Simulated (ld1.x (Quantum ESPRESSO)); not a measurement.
Configuration tests for gadolinium (PAW)

```
Element                 : Gd
Generator               : ld1.x (Quantum ESPRESSO) 7.5
Type                    : PAW
Functional              : LDA (PZ)
Relativity              : scalar-relativistic
Frozen core             : [Kr] 4d10 4f7
Valence charge          : 11
Reference configuration : 5s2 5p6 5d1 6s0 6p0 (charge +2)
Partial waves           : 5s (bound): rcut 1.70, rcutus 1.75 bohr; 6s (bound, empty): rcut 1.70, rcutus 1.75 bohr; 5p (bound): rcut 2.50, rcutus 3.05 bohr; 6p (bound, empty): rcut 2.50, rcutus 3.05 bohr; 5d (bound): rcut 2.25, rcutus 2.60 bohr; 5d channel at 1.95 Ry: rcut 2.25, rcutus 2.60 bohr
Local potential         : all-electron potential smoothed inside 1.60 bohr (lloc = -1)
Core correction         : Bessel-smoothed model core inside 0.90 bohr
Augmentation charge     : PSQ, inside the norm-conserving radii
```

Energies are relative to the spin-unpolarised reference configuration 5s2 5p6 5d1 6s0 6p0; without spin polarisation the order of configurations can differ from experiment. The frozen-core shift is the all-electron ΔE with the core orbitals held at their reference shape minus the fully relaxed ΔE.

```json
{"valence configuration": "5s2 5p6 5d1 6s2 6p0", "charge": "0", "ΔE all-electron (eV)": "-19.233", "error AE − PS (meV)": "-8.9", "frozen-core shift (meV)": "+10"}
{"valence configuration": "5s2 5p6 5d1 6s1 6p0", "charge": "+1", "ΔE all-electron (eV)": "-12.377", "error AE − PS (meV)": "-3.0", "frozen-core shift (meV)": "+3.6"}
{"valence configuration": "5s2 5p6 5d0 6s0 6p0", "charge": "+3", "ΔE all-electron (eV)": "20.047", "error AE − PS (meV)": "-63", "frozen-core shift (meV)": "+59"}
{"valence configuration": "5s2 5p5 5d1 6s2 6p0", "charge": "+1", "ΔE all-electron (eV)": "13.214", "error AE − PS (meV)": "-123", "frozen-core shift (meV)": "+108"}
{"valence configuration": "5s2 5p6 5d0 6s2 6p1", "charge": "0", "ΔE all-electron (eV)": "-17.302", "error AE − PS (meV)": "+4.6", "frozen-core shift (meV)": "-4.0"}
{"valence configuration": "5s2 5p6 5d0 6s2 6p0", "charge": "+1", "ΔE all-electron (eV)": "-12.987", "error AE − PS (meV)": "+1.7", "frozen-core shift (meV)": "-2.7"}
```

(1) What are ΔE and the potential's error for 5s2 5p6 5d1 6s0 6p1?

Levels in the configuration 5s2 5p6 5d1 6s2 6p0:

```json
{"level": "5s", "all-electron (eV)": "-49.865", "pseudo (eV)": "-49.768"}
{"level": "5p", "all-electron (eV)": "-27.360", "pseudo (eV)": "-27.288"}
{"level": "5d", "all-electron (eV)": "-2.693", "pseudo (eV)": "-2.672"}
{"level": "6s", "all-electron (eV)": "-4.275", "pseudo (eV)": "-4.269"}
```

Answers

(1) ΔE = -8.687 eV all-electron; the error (AE − PS) is +1.6 meV.

A variational frozen-core shift is positive and of second order in the change. This column holds negative values, so the frozen-core run of ld1.x carries numerical noise or an error of first order here, and the column gives no more than the rough size of the effect.
